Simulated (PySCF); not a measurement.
# Where the electron goes

Species: C7H6N2.
Geometry (PBE0-D3(BJ)/def2-SVP, Å), atoms numbered from 1 in this order:
```xyz
15
C7H6N2 angstrom
C     -1.8877    0.5065    0.0394
C     -1.7601   -0.9006    0.0105
C     -0.5224   -1.5202   -0.0170
C      0.6049   -0.6855   -0.0149
N      1.9412   -0.9483   -0.0365
N      2.6900    0.1599   -0.0237
C      1.8552    1.1753    0.0061
C      0.4985    0.7271    0.0140
C     -0.7729    1.3263    0.0414
H     -2.8863    0.9485    0.0606
H     -2.6637   -1.5149    0.0100
H     -0.4316   -2.6081   -0.0393
H      2.3938   -1.8512   -0.0594
H      2.2357    2.1960    0.0213
H     -0.8766    2.4135    0.0638
```

The calculation used PySCF 2.14.0, density-fitted response routines, TDDFT PBE0/def2-SVPD, vertical, gas phase, core orbitals frozen in the response.

Frontier orbitals with the atoms that hold most of them (Löwdin shares over 4%, at most four atoms; ? is withheld):

```tsv
orbital	ε (eV)	atoms
LUMO+2	0.82	H13 22%, C3 15%, H12 14%, N5 9%
LUMO+1	0.23	C1 20%, C4 18%, C2 14%, C9 11%
LUMO	?	C9 17%, C3 16%, N6 16%, C2 14%
HOMO	-6.56	?
HOMO-1	-7.13	?
HOMO-2	-8.50	N6 63%, C7 12%, N5 10%, C8 5%
HOMO-3	-8.54	C7 17%, C8 14%, N5 13%, C4 12%
```

Question: Which atoms hold the HOMO, and with what shares?

Answer: N5 (bonded to C, N and H) 18%; C3 (bonded to 2 C and H) 15%; C9 (bonded to 2 C and H) 15%; C7 (bonded to C, N and H) 14%. By element: carbon 44% or more, nitrogen 18% or more.

Question: Which atoms hold the HOMO-1, and with what shares?

Answer: C2 (bonded to 2 C and H) 17%; C8 (bonded to 3 C) 17%; N6 (bonded to C and N) 16%; C4 (bonded to 2 C and N) 15%. By element: carbon 49% or more, nitrogen 16% or more.

Question: What is the LUMO energy, and the HOMO–LUMO gap?

Answer: ε(LUMO) = -0.97 eV; the gap is 5.59 eV (0.2053 hartree).

Question: The HOMO–LUMO gap is 5.59 eV. Where does the response calculation put the lowest singlet, and from which orbitals?

Answer: S1 is at 4.80 eV (f = 0.066), 0.78 eV below the gap, made of HOMO→LUMO (84%). Without the coupling terms of the response equations the lowest excitation would equal the gap.

Question: Give energy, strength and leading configuration of S1 and S3, and follow the Löwdin shares of the leading atoms from the occupied to the empty orbital.

Answer: 
- S1 (4.80 eV, f 0.066), HOMO→LUMO (84%): N5 18% → at most 15%, C3 15% → 16%, C9 15% → 17%
- S3 (6.11 eV, f 0.0031), HOMO-2→LUMO (95%): N6 63% → 16%, C7 12% → at most 15%, C9 at most 6% → 17%, C3 at most 6% → 16%

Löwdin shares depend on the basis, the more so with diffuse functions.
